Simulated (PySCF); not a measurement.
Constitutional and geometric isomers with formula CH6Si2. All species are isolated molecules in the gas phase. Strings in code marks are SMILES.

Level of theory: PBE-D3(BJ)/def2-TZVP run with PySCF. All candidates: neutral, multiplicity 1. Excitations are Tamm–Dancoff values on a coarser integration grid. The basis has no diffuse functions, so Rydberg states are missing or too high.

The T1 excitation (TDA) is 2.44 eV, the HOMO–LUMO gap is 3.28 eV and the S1 excitation (TDA) comes out as 4.88 eV.

Task: Name which member has these values.
A) `C[SiH]=[SiH2]`
B) `C=[SiH][SiH3]`
C) `[SiH2]=C[SiH3]`

Result: B, `C=[SiH][SiH3]`. The others give `[SiH2]=C[SiH3]`: 2.61 eV, 3.41 eV, 4.97 eV; `C[SiH]=[SiH2]`: 1.64 eV, 2.44 eV, 4.26 eV
